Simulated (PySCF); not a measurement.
F2OSi. Atoms are numbered in the order given.

```xyz
4

Si     0.0000     0.0000     0.1307
O      0.0000     0.0000     1.6353
F      0.0000     1.2436    -0.8284
F      0.0000    -1.2436    -0.8284
```
Charge 0, spin multiplicity 1.

Coordinates come from a B3LYP-D3(BJ)/def2-TZVP optimisation.

All values below come from PBE/def2-TZVPD (PySCF).

Isolated molecule, no solvent.

Computed frontier levels, gap, dipole moment and polarisability:
- highest occupied level = -7.81 eV
- lowest empty level = -3.26 eV
- orbital gap = 4.55 eV
- dipole moment = 2.22 D
- quadrupole, principal values (traceless, Buckingham form, about the centre of nuclear charge) = -7.49, 0.23, 7.26 D·Å
- mean static polarisability = 28.5 bohr³ (4.23 Å³)
- polarisability, principal values = 25.1, 27.6, 32.9 bohr³
